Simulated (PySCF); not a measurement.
C2H6N, SMILES CN[CH2], multiplicity 2.

Geometry optimised at ωB97X-D3(BJ)/def2-TZVP. The isomer is the one that the SMILES or the coordinates give; other isomers of the formula were not compared.

All values below come from B3LYP/def2-TZVPD in PySCF.

The molecule is in vacuum.

Computed frontier levels, dipole moment and polarisability:
α spin, highest occupied and lowest empty level: -4.02 and 0.13 eV
β spin, highest occupied and lowest empty level: -7.60 and -0.73 eV
dipole moment: 1.26 D
quadrupole, principal values (traceless, Buckingham form, about the centre of nuclear charge): -4.44, 0.50, 3.93 D·Å
mean static polarisability: 40.5 bohr³ (6.01 Å³)
polarisability, principal values: 35.2, 38.0, 48.4 bohr³
⟨S²⟩: 0.754 (pure state 0.75)
